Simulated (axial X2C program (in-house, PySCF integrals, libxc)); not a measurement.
## Nuclear properties of As₂⁺

Calculated with an axial X2C code built on PySCF integrals: two-component X2C with atomic mean-field Coulomb and Gaunt terms, Gaussian nuclei, basis As dyall-cv3z with contracted cores.

R = 2.183 Å (near the PBE0 minimum at charge 1 of the determinant lowest at the starting distance; the state shown can have its own minimum elsewhere).

Input and command:
```json
{"zs": [33, 33], "q": 1, "bas": ["dyall-cv3z", "dyall-cv3z"], "r0": 2.42, "levels": ["PBE0", "HF", "PBE", "B3LYP", "BP86"], "nst": 3}
```
```bash
python soeom.py task.json out
```

Keys: zs atomic numbers; q charge; bas basis sets; r0 starting distance in Å; levels methods; nst determinants followed.

Determinant lowest in the PBE0 search, Ω = 3/2 (⟨Sz⟩ = 0.50, ⟨Lz⟩ = 1.00 at PBE0), spin on the atoms As 0.25, As 0.25:

| level | A∥/gI As (MHz) | qzz As (a.u.) |
| --- | --- | --- |
| PBE0 | 180 | -4.35 |
| HF | 150 | -4.78 |
| PBE | 185 | -4.21 |
| B3LYP | 193 | -4.34 |
| BP86 | 191 | -4.22 |

Determinant 0.18 eV from it at PBE0 and this distance, Ω = 1/2 (⟨Sz⟩ = -0.50, ⟨Lz⟩ = 1.00 at PBE0), spin on the atoms As -0.25, As -0.25:

| level | A∥/gI As (MHz) | qzz As (a.u.) |
| --- | --- | --- |
| PBE0 | 1090 | -4.44 |
| HF | 1050 | -4.84 |
| PBE | 1120 | -4.30 |
| B3LYP | 1080 | -4.44 |
| BP86 | 1120 | -4.31 |

A∥ (defined per Ω) follows by multiplying with gI = μI/(I μN); qzz is the electric field gradient, eQq0 = 234.96 MHz × Q/barn × qzz. The operators were transformed with the bare-nucleus X2C matrices; with these basis sets, hyperfine constants and field gradients can be off by tens of per cent, and where levels differ in sign neither size nor sign is settled.

Task: With gI(75As) = 0.9597, Q(75As) = 0.311 barn (g factors from the IAEA table of nuclear moments by Stone; Q from Pyykkö, Mol. Phys. 2018), turn the PBE0 values of the first state into constants in MHz.

Result: A∥(75As) = 180 × 0.9597 = 173 MHz; eQq0(75As) = 234.96 × (0.311) × (-4.35) = -318 MHz.

Each state is one determinant with collinear spin. Unrestricted Hartree–Fock can overshoot spin polarisation at the nuclei. The search compared states at one distance, so a state with another bond length can lie lower. Further determinants of the search, some of them spin-mixed, are not shown. PBE0 term energies can be off by some tenths of an eV.
